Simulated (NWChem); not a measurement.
System: CHBClF3O; SMILES FC(F)(F)B(Cl)O

Input file for NWChem:

```
start job
memory heap 200 mb stack 900 mb global 1100 mb
geometry units angstroms noautosym nocenter noautoz
  B     -0.475009     0.611373     0.001573
  C      0.119853    -0.891404     0.000578
  F      0.861579    -1.145660    -1.079426
  F     -0.898785    -1.782856     0.001234
  F      0.862932    -1.145803     1.079697
  Cl     0.616950     1.969727    -0.003801
  O     -1.795165     0.794257     0.006623
  H     -2.280075    -0.042592     0.008736
end
basis spherical
  * library sto-3g
end
dft
  xc hfexch
  iterations 150
end
property
  shielding 7 1 2 3 4 6 7 8
end
task dft property
```

Parts of the log:

```
             Northwest Computational Chemistry Package (NWChem) 7.3.0
             --------------------------------------------------------

                             Geometry "geometry" -> ""
                             -------------------------

 Output coordinates in angstroms (scale by  1.889725989 to convert to a.u.)

  No.       Tag          Charge          X              Y              Z
 ---- ---------------- ---------- -------------- -------------- --------------
    1 B                    5.0000    -0.47500900     0.61137300     0.00157300
    2 C                    6.0000     0.11985300    -0.89140400     0.00057800
    3 F                    9.0000     0.86157900    -1.14566000    -1.07942600
    4 F                    9.0000    -0.89878500    -1.78285600     0.00123400
    5 F                    9.0000     0.86293200    -1.14580300     1.07969700
    6 Cl                  17.0000     0.61695000     1.96972700    -0.00380100
    7 O                    8.0000    -1.79516500     0.79425700     0.00662300
    8 H                    1.0000    -2.28007500    -0.04259200     0.00873600

 Effective nuclear repulsion energy (a.u.)     378.8562283915

  xc_inp: hfexch multiplicative factor not found.
                              NWChem Property Module
                              ----------------------

  itol2e modified to match energy
  convergence criterion.

                                 NWChem DFT Module
                                 -----------------

 Summary of "ao basis" -> "ao basis" (spherical)
 ------------------------------------------------------------------------------
       Tag                 Description            Shells   Functions and Types
 ---------------- ------------------------------  ------  ---------------------
 B                           sto-3g                  3        5   2s1p
 C                           sto-3g                  3        5   2s1p
 F                           sto-3g                  3        5   2s1p
 Cl                          sto-3g                  5        9   3s2p
 O                           sto-3g                  3        5   2s1p
 H                           sto-3g                  1        1   1s

  itol2e modified to match energy
  convergence criterion.

[...]

          -----------------------------------------
          Chemical Shielding Tensors (GIAO, in ppm)
          -----------------------------------------

                                NWChem CPHF Module
                                ------------------

  scftype          =     RHF
  nclosed          =       32
  nopen            =        0
  variables        =      256
  # of vectors     =        3
  tolerance        = 0.10D-03
  level shift      = 0.00D+00
  max iterations   =       50
  max subspace     =       30

 SCF residual:    5.8103379594142207E-005

Iterative solution of linear equations
  No. of variables      256
  No. of equations        3
  Maximum subspace       30
        Iterations       50
       Convergence  1.0D-04

   iter   nsub   residual    time
   ----  ------  --------  ---------
     1      3    1.10D+00       2.9
     2      6    2.19D-01       3.2
     3      9    2.37D-02       3.5
     4     12    6.31D-03       3.8
     5     15    1.11D-03       4.1
     6     18    2.88D-04       4.4
     7     21    3.14D-05       4.7

      Atom:    1  B
        Diamagnetic
    204.0605      2.1236     -0.0711
      2.1236    209.0780     -0.0271
     -0.0711     -0.0271    186.0063

        Paramagnetic
   -109.6138     -0.9891      0.2255
     -0.9891   -137.0208      0.0693
      0.2255      0.0693    -51.7538

        Total Shielding Tensor
     94.4467      1.1345      0.1544
      1.1345     72.0572      0.0423
      0.1544      0.0423    134.2525

           isotropic =     100.2522
          anisotropy =      51.0015

          Principal Components and Axis System
                 1           2           3
              134.2531     94.5035     71.9999

      1         0.0039      0.9987     -0.0505
      2         0.0008      0.0505      0.9987
      3         1.0000     -0.0039     -0.0006

      Atom:    2  C
        Diamagnetic
    253.1637     -1.6663     -0.0079
     -1.6663    258.6208      0.0003
     -0.0079      0.0003    251.3806

        Paramagnetic
    -92.2971     12.3474     -0.0025
     12.3474   -118.9941     -0.0161
     -0.0025     -0.0161    -88.3180

        Total Shielding Tensor
    160.8666     10.6811     -0.0105
     10.6811    139.6267     -0.0158
     -0.0105     -0.0158    163.0626

           isotropic =     154.5186
          anisotropy =      16.1854

          Principal Components and Axis System
                 1           2           3
              165.3089    163.0625    135.1844

      1         0.9233      0.0066     -0.3840
      2         0.3840      0.0023      0.9233
      3        -0.0070      1.0000      0.0004

      Atom:    3  F
        Diamagnetic
    454.1457     -5.2286    -21.4909
     -5.2286    442.8192      8.1416
    -21.4909      8.1416    470.1673

        Paramagnetic
     19.1689     15.4849     52.1506
     15.4849     23.8241      5.7250
     52.1506      5.7250    -33.8257

        Total Shielding Tensor
    473.3145     10.2563     30.6597
     10.2563    466.6434     13.8665
     30.6597     13.8665    436.3416

           isotropic =     458.7665
          anisotropy =      59.6852

          Principal Components and Axis System
                 1           2           3
              498.5566    459.8078    417.9351

      1         0.7576     -0.4662     -0.4567
      2         0.4492      0.8802     -0.1533
      3         0.4735     -0.0890      0.8763

      Atom:    4  F
        Diamagnetic
    467.1538     22.5420     -0.0210
     22.5420    462.3204     -0.0117
     -0.0210     -0.0117    440.0933

[...]
```

Level: Hartree-Fock/STO-3G, GIAO. STO-3G and 3-21G are far too small for this property and stand as cheap habits. The geometry was optimised at PBE0/def2-SVP. The output numbers the shielded atoms by their place in the input's list. The printed shielding anisotropy is the first printed principal value minus the mean of the other two.
